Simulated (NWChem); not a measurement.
System: BNH₂BrF; SMILES NB(F)Br

Parts of the log:

```
             Northwest Computational Chemistry Package (NWChem) 7.3.0
             --------------------------------------------------------

 CS  symmetry detected

                             Geometry "geometry" -> ""
                             -------------------------

 Output coordinates in angstroms (scale by  1.889725989 to convert to a.u.)

  No.       Tag          Charge          X              Y              Z
 ---- ---------------- ---------- -------------- -------------- --------------
    1 B                    5.0000    -0.00723554     0.94779151     0.00000000
    2 F                    9.0000    -1.16807149     1.59160258     0.00000000
    3 Br                  35.0000    -0.03237832    -0.98305225     0.00000000
    4 N                    7.0000     1.19483456     1.64316584     0.00000000
    5 H                    1.0000     2.09519587     1.18634645     0.00000000
    6 H                    1.0000     1.22302460     2.65494071     0.00000000

 Effective nuclear repulsion energy (a.u.)     221.6227039398

      Symmetry information
      --------------------

 Group name             Cs
 Group number              2
 Group order               2
 No. of unique centers     6

                                 NWChem DFT Module
                                 -----------------

 Summary of "ao basis" -> "ao basis" (spherical)
 ------------------------------------------------------------------------------
       Tag                 Description            Shells   Functions and Types
 ---------------- ------------------------------  ------  ---------------------
 B                           6-31g*                  6       14   3s2p1d
 F                           6-31g*                  6       14   3s2p1d
 Br                          6-31g*                 12       32   5s4p3d
 N                           6-31g*                  6       14   3s2p1d
 H                           6-31g*                  2        2   2s

      Symmetry analysis of basis
      --------------------------

        a'         56
        a"         22

            General Information
            -------------------
          SCF calculation type: DFT
          Wavefunction type:  closed shell.
          No. of atoms     :     6
          No. of electrons :    58
           Alpha electrons :    29
            Beta electrons :    29
          Charge           :     0
          Spin multiplicity:     1
          Use of symmetry is: on ; symmetry adaption is: on
          Maximum number of iterations: 150
          AO basis - number of functions:    78
                     number of shells:    34
          Convergence on energy requested:  1.00D-06
          Convergence on density requested:  1.00D-05
          Convergence on gradient requested:  5.00D-04

              XC Information
              --------------
                         MN15 Method XC Functional
                     Hartree-Fock (Exact) Exchange  0.440
                          MN15 Exchange Functional  1.000
                        MN15 Correlation Potential  1.000

             Grid Information
             ----------------
          Grid used for XC integration:  coarse
          Radial quadrature: Mura-Knowles
          Angular quadrature: Lebedev.
          Tag              B.-S. Rad. Rad. Pts. Rad. Cut. Ang. Pts.
          ---              ---------- --------- --------- ---------
          B                   0.85       35           7.0       302
          F                   0.50       35           8.0       302
          Br                  1.15       95          10.0       302
          N                   0.65       35           9.0       302
          H                   0.35       35          10.0       302
          Grid pruning is: on
          Number of quadrature shells:   270
          Spatial weights used:  Erf1

      Superposition of Atomic Density Guess
      -------------------------------------

 Sum of atomic energies:       -2751.27590237

      Non-variational initial energy
      ------------------------------

 Total energy =   -2752.683676
 1-e energy   =   -4268.829548
 2-e energy   =    1294.523168
 HOMO         =      -0.360352
 LUMO         =       0.115319

      Symmetry analysis of molecular orbitals - initial
      -------------------------------------------------

  Numbering of irreducible representations:

     1 a'          2 a"

  Orbital symmetries:

     1 a'          2 a'          3 a'          4 a'          5 a"
     6 a'          7 a'          8 a'          9 a'         10 a'
    11 a'         12 a"         13 a'         14 a'         15 a"
    16 a'         17 a"         18 a'         19 a'         20 a'
    21 a'         22 a'         23 a'         24 a"         25 a'
    26 a'         27 a"         28 a'         29 a"         30 a'
    31 a"         32 a'         33 a'         34 a'         35 a'
    36 a'         37 a"         38 a'         39 a'

     ---------------------------------------------
      Total Density - Mulliken Population Analysis
     ---------------------------------------------

    Atom       Charge   Shell Charges
 -----------   ------   -------------------------------------------------------
    1 B    5     3.99   2.00  0.51  0.93  0.26  0.19  0.11
    2 F    9     9.47   2.00  0.95  3.45  0.98  2.09  0.01
    3 Br  35    35.36   2.00  2.00  6.00  2.00  5.99  1.56  3.92  0.38  1.49  6.97  2.93  0.12
    4 N    7     8.06   2.00  0.81  2.67  0.79  1.79  0.01
    5 H    1     0.55   0.40  0.15
    6 H    1     0.56   0.40  0.16

   convergence    iter        energy       DeltaE   RMS-Dens  Diis-err
 ---------------- ----- ----------------- --------- --------- ---------
 d= 0,ls=0.0,diis     1  -2754.7014100214 -2.98D+03  1.14D-02  1.21D+00
 d= 0,ls=0.0,diis     2  -2754.7373334069 -3.59D-02  5.83D-03  5.74D-01
 d= 0,ls=0.0,diis     3  -2754.7810567218 -4.37D-02  1.66D-03  8.97D-02
 d= 0,ls=0.0,diis     4  -2754.7884520632 -7.40D-03  4.52D-04  2.77D-03
 d= 0,ls=0.0,diis     5  -2754.7886744666 -2.22D-04  9.30D-05  1.36D-04
  Resetting Diis
 d= 0,ls=0.0,diis     6  -2754.7886876134 -1.31D-05  2.94D-05  9.72D-06
 d= 0,ls=0.0,diis     7  -2754.7886885953 -9.82D-07  2.09D-05  1.55D-06
 d= 0,ls=0.0,diis     8  -2754.7886885450  5.03D-08  1.02D-05  2.16D-06
 d= 0,ls=0.0,diis     9  -2754.7886887703 -2.25D-07  1.20D-06  1.20D-08

         Total DFT energy =    -2754.788688770252
      One electron energy =    -4271.736258887892
           Coulomb energy =     1409.077586980977
    Exchange-Corr. energy =     -113.752720803124
 Nuclear repulsion energy =      221.622703939787

 Numeric. integr. density =       58.000007156433

                  Occupations of the irreducible representations
                  ----------------------------------------------

                     irrep           alpha         beta
                     --------     --------     --------
                     a'               22.0         22.0
                     a"                7.0          7.0

                       DFT Final Molecular Orbital Analysis
                       ------------------------------------

 Vector   27  Occ=2.000000D+00  E=-3.655915D-01  Symmetry=a"
              MO Center=  5.0D-01,  8.5D-01, -1.0D-16, r^2= 2.8D+00
   Bfn.  Coefficient  Atom+Function         Bfn.  Coefficient  Atom+Function
  ----- ------------  ---------------      ----- ------------  ---------------
    65      0.434037  4 N  pz                41      0.394962  3 Br pz
    69      0.341438  4 N  pz                19     -0.236730  2 F  pz
    37     -0.182141  3 Br pz                 5      0.181229  1 B  pz
    23     -0.177514  2 F  pz                45      0.168759  3 Br pz
     9      0.064429  1 B  pz                33      0.054823  3 Br pz

 Vector   28  Occ=2.000000D+00  E=-3.281558D-01  Symmetry=a'
              MO Center= -3.2D-02, -8.8D-01, -2.9D-16, r^2= 1.7D+00
   Bfn.  Coefficient  Atom+Function         Bfn.  Coefficient  Atom+Function
  ----- ------------  ---------------      ----- ------------  ---------------
    39      0.779224  3 Br px                35     -0.354626  3 Br px
    43      0.331136  3 Br px                31      0.106591  3 Br px
    18     -0.100036  2 F  py                66     -0.070333  4 N  s
    22     -0.069191  2 F  py                64      0.062240  4 N  py
     7      0.042715  1 B  px                20      0.041296  2 F  s

 Vector   29  Occ=2.000000D+00  E=-3.217364D-01  Symmetry=a"
              MO Center=  3.5D-01, -1.2D-01,  3.4D-15, r^2= 3.1D+00
   Bfn.  Coefficient  Atom+Function         Bfn.  Coefficient  Atom+Function
  ----- ------------  ---------------      ----- ------------  ---------------
    41      0.655720  3 Br pz                65     -0.354040  4 N  pz
    37     -0.298055  3 Br pz                69     -0.296171  4 N  pz
    45      0.286915  3 Br pz                33      0.089575  3 Br pz
     5     -0.038970  1 B  pz                11     -0.026434  1 B  d -1

 Vector   30  Occ=0.000000D+00  E= 6.415488D-02  Symmetry=a"
              MO Center=  7.2D-02,  8.4D-01, -3.5D-13, r^2= 2.3D+00
   Bfn.  Coefficient  Atom+Function         Bfn.  Coefficient  Atom+Function
  ----- ------------  ---------------      ----- ------------  ---------------
     9      0.658717  1 B  pz                 5      0.566803  1 B  pz
    69     -0.395648  4 N  pz                65     -0.279680  4 N  pz
    23     -0.240620  2 F  pz                19     -0.234583  2 F  pz
    41     -0.227731  3 Br pz                45     -0.210171  3 Br pz
    57      0.107848  3 Br d -1              37      0.095829  3 Br pz

 Vector   31  Occ=0.000000D+00  E= 1.026541D-01  Symmetry=a'
              MO Center=  2.2D-01,  9.8D-02,  2.3D-14, r^2= 4.6D+00
   Bfn.  Coefficient  Atom+Function         Bfn.  Coefficient  Atom+Function
  ----- ------------  ---------------      ----- ------------  ---------------
     6      1.522769  1 B  s                 44     -0.931801  3 Br py
    66     -0.772437  4 N  s                 78      0.697226  6 H  s
    42     -0.559902  3 Br s                  8     -0.435931  1 B  py
     4     -0.365812  1 B  py                38      0.365902  3 Br s
    40     -0.348307  3 Br py                67      0.174995  4 N  px

 Vector   32  Occ=0.000000D+00  E= 1.232590D-01  Symmetry=a'
              MO Center=  1.6D+00,  1.4D+00,  7.9D-14, r^2= 3.7D+00
   Bfn.  Coefficient  Atom+Function         Bfn.  Coefficient  Atom+Function
  ----- ------------  ---------------      ----- ------------  ---------------
    66      1.355131  4 N  s                 76     -1.233449  5 H  s
    78     -0.758595  6 H  s                 42     -0.646181  3 Br s
    44     -0.514329  3 Br py                 8     -0.500682  1 B  py
    67      0.430140  4 N  px                 6      0.404618  1 B  s
    63      0.209093  4 N  px                 4     -0.203872  1 B  py

     ---------------------------------------------
      Total Density - Mulliken Population Analysis
     ---------------------------------------------

    Atom       Charge   Shell Charges
 -----------   ------   -------------------------------------------------------
    1 B    5     4.49   2.00  0.51  1.37  0.18  0.29  0.14
    2 F    9     9.24   2.00  0.89  3.37  1.01  1.95  0.01
    3 Br  35    35.25   2.00  2.00  6.00  2.00  5.98  1.57  3.94  0.38  1.36  6.96  2.89  0.17
    4 N    7     7.72   2.00  0.74  2.61  0.79  1.57  0.02
    5 H    1     0.65   0.50  0.15
    6 H    1     0.66   0.50  0.16

     -------------------------------------------
      Total Density - Lowdin Population Analysis
     -------------------------------------------

    Atom       Charge   Shell Charges
 -----------   ------   -------------------------------------------------------
    1 B    5     5.16   1.97  0.40  1.26  0.32  0.86  0.35
    2 F    9     9.00   1.99  0.87  3.22  0.79  2.10  0.02
    3 Br  35    35.04   2.00  2.00  5.99  1.99  5.90  1.22  3.55  0.58  1.78  6.72  3.06  0.25
    4 N    7     7.34   1.99  0.64  2.42  0.51  1.74  0.04
    5 H    1     0.73   0.47  0.27
    6 H    1     0.74   0.47  0.27

     Multipole analysis of the density
     ---------------------------------

     L   x y z        total         alpha         beta         nuclear
     -   - - -        -----         -----         ----         -------
     0   0 0 0     -0.000000    -29.000000    -29.000000     58.000000

     1   1 0 0      0.923138      0.461569      0.461569     -0.000000
     1   0 1 0      0.833933      0.416966      0.416966      0.000000
     1   0 0 1     -0.000000     -0.000000     -0.000000      0.000000

     2   2 0 0    -23.842969    -62.265484    -62.265484    100.687999
     2   1 1 0      3.152303     -5.251119     -5.251119     13.654541
     2   1 0 1     -0.000000     -0.000000     -0.000000      0.000000
     2   0 2 0    -22.715995   -169.324258   -169.324258    315.932521
     2   0 1 1     -0.000000     -0.000000     -0.000000      0.000000
     2   0 0 2    -26.328926    -13.164463    -13.164463      0.000000

            General Information
            -------------------
          SCF calculation type: DFT
          Wavefunction type:  closed shell.
          No. of atoms     :     6
          No. of electrons :    58
           Alpha electrons :    29
            Beta electrons :    29
          Charge           :     0
          Spin multiplicity:     1
          Use of symmetry is: on ; symmetry adaption is: on
          Maximum number of iterations: 150
          AO basis - number of functions:    78
                     number of shells:    34
          Convergence on energy requested:  1.00D-06
          Convergence on density requested:  1.00D-05
          Convergence on gradient requested:  5.00D-04

              XC Information
              --------------
                         MN15 Method XC Functional
                     Hartree-Fock (Exact) Exchange  0.440
                          MN15 Exchange Functional  1.000
                        MN15 Correlation Potential  1.000

             Grid Information
             ----------------
          Grid used for XC integration:  coarse
          Radial quadrature: Mura-Knowles
          Angular quadrature: Lebedev.
          Tag              B.-S. Rad. Rad. Pts. Rad. Cut. Ang. Pts.
          ---              ---------- --------- --------- ---------
          B                   0.85       35           7.0       302
          F                   0.50       35           8.0       302
          Br                  1.15       95          10.0       302
          N                   0.65       35           9.0       302
          H                   0.35       35          10.0       302
          Grid pruning is: on
          Number of quadrature shells:   270
          Spatial weights used:  Erf1

          Convergence Information
          -----------------------
          Convergence aids based upon iterative change in
          total energy or number of iterations.
          Levelshifting, if invoked, occurs when the
          HOMO/LUMO gap drops below (HL_TOL):  1.00D-02
          DIIS, if invoked, will attempt to extrapolate
          using up to (NFOCK): 10 stored Fock matrices.

[...]

                         DFT ENERGY GRADIENTS

    atom               coordinates                        gradient
                 x          y          z           x          y          z
   1 B      -0.013673   1.791066   0.000000    0.003330   0.001035   0.000000
   2 F      -2.207335   3.007693   0.000000    0.001933  -0.000118   0.000000
   3 Br     -0.061186  -1.857699   0.000000   -0.000487   0.000073   0.000000
   4 N       2.257910   3.105133   0.000000   -0.002785  -0.000403   0.000000
   5 H       3.959346   2.241870   0.000000   -0.001780   0.000594   0.000000
   6 H       2.311181   5.017110   0.000000   -0.000211  -0.001180   0.000000
```

Level: MN15/6-31G* (spherical d). Structure relaxed at the PBE0/def2-SVP level.

Problem. Which NWChem input produces such a log?

Solution. This is not unique; one that fits is the input that was run:
```
start job
memory heap 200 mb stack 900 mb global 1100 mb
geometry units angstroms noautoz
  B     -0.010024     0.932100     0.000000
  F     -1.174479     1.569342     0.000000
  Br    -0.024257    -0.998855     0.000000
  N      1.188098     1.634255     0.000000
  H      2.091026     1.182530     0.000000
  H      1.210571     2.646173     0.000000
end
basis spherical
  B library 6-31g*
  F library 6-31g*
  Br library 6-31g*
  N library 6-31g*
  H library 6-31g*
end
dft
  xc mn15
  grid coarse
  iterations 150
  mulliken
end
task dft gradient
```
